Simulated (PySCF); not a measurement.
CdHBr, SMILES [Br][CdH].

Coordinates come from a B3LYP-D3(BJ)/def2-TZVP optimisation. The def2 effective core potentials stand for the cores of Cd; spin–orbit coupling is left out.

Calculation: IEF-PCM-ωB97X/def2-TZVPD (PySCF 2.14.0).

The values are the electrostatic part of the solvation free energy, E(continuum) − E(gas) at the gas-phase geometry, in a cavity of scaled van der Waals radii (PySCF's table); cavitation and dispersion terms are not included. A continuum can't describe solvent molecules that bind to the metal. In vacuum the orbital gap is 11.24 eV. The dipole moment in vacuum is 2.28 D.

```csv
solvent,ε,ΔG(elec) (kcal/mol),dipole (D),gap (eV)
water,78.36,-12.3,3.30,11.73
tetrahydrofuran,7.43,-9.9,3.12,11.66
acetone,20.49,-11.6,3.24,11.71
```
